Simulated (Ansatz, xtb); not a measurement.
**C2H6Ge: which of two conformers lies lower**

Structure X is `C[CH2][GeH]`, a singlet and structure Y is `C[CH2][GeH]`, a singlet. Both are isolated molecules in the gas phase, relaxed with PBE0-D4/def2-SVP.

X (Å):

```xyz
9

C    -0.5795    0.5381   -0.5399
C     0.3584   -0.6125   -0.2021
Ge    1.5438   -0.4873    1.3973
H    -1.2295    0.3040   -1.3999
H    -0.0220    1.4519   -0.8004
H    -1.2284    0.7891    0.3133
H     0.9660   -0.9143   -1.0724
H    -0.2265   -1.5236    0.0583
H     0.5062    0.4083    2.2288
```

Y (Å):

```yaml
atoms:
  - { symbol: C, position_ang: [-1.4389, 0.0872, -0.2307] }
  - { symbol: C, position_ang: [-0.6864, 0.3091, -1.5341] }
  - { symbol: Ge, position_ang: [-1.8007, 0.7685, -3.1257] }
  - { symbol: H, position_ang: [-2.1669, -0.7356, -0.3172] }
  - { symbol: H, position_ang: [-2.0066, 0.9832, 0.0680] }
  - { symbol: H, position_ang: [-0.7634, -0.1629, 0.6039] }
  - { symbol: H, position_ang: [-0.0909, -0.5799, -1.8204] }
  - { symbol: H, position_ang: [0.0669, 1.1158, -1.4407] }
  - { symbol: H, position_ang: [-0.5269, 0.8675, -4.0909] }
```

Energies in hartree; the thermal terms are from PBE0-D4/def2-SVP harmonic frequencies (ideal gas, rigid rotor, one conformer each, 298.15 K, 1 atm) and include the zero-point energy:

|  | X | Y |
| --- | --- | --- |
| E, CCSD(T)/def2-TZVP | −2155.210682 | −2155.211496 |
| zero-point energy | 0.070209 | 0.070060 |
| H(298 K) − E | 0.076386 | 0.076266 |
| G(298 K) − E | 0.041793 | 0.041609 |

Work out ΔE, ΔE₀, ΔH and ΔG for X → Y in kcal/mol (1 Eh = 627.51 kcal/mol) and the equilibrium ratio [Y]/[X].

1. ΔE = −2155.211496 − (−2155.210682) = −0.000814 Eh = −0.51 kcal/mol.
2. ΔE₀ = ΔE + ΔZPE = −0.000814 + (−0.000149) Eh = −0.60 kcal/mol.
3. ΔH = ΔE + (−0.000120) Eh = −0.59 kcal/mol.
4. ΔG = ΔE + (−0.000184) Eh = −0.63 kcal/mol, so ΔS = (ΔH − ΔG)/T = +0.6 J/(mol K).
5. kT = 0.9442 mEh, so K = [Y]/[X] = exp(−ΔG/kT) = exp(+1.06) ≈ 2.9.

The two are too close for this level to say which is favoured. An error of 1 kcal/mol in ΔG would change K by a factor of 5.4. Mirror images and further conformers aren't counted.

Other levels gave ΔE = −0.4 (PBE0-D4/def2-SVP); −0.7 (HF/def2-TZVP); −0.5 (MP2/def2-TZVP) kcal/mol. The correlated steps freeze 11 core orbitals; the filled d shell of Ge is correlated, in a basis made for valence electrons. Programs: Ansatz 0.2.0.
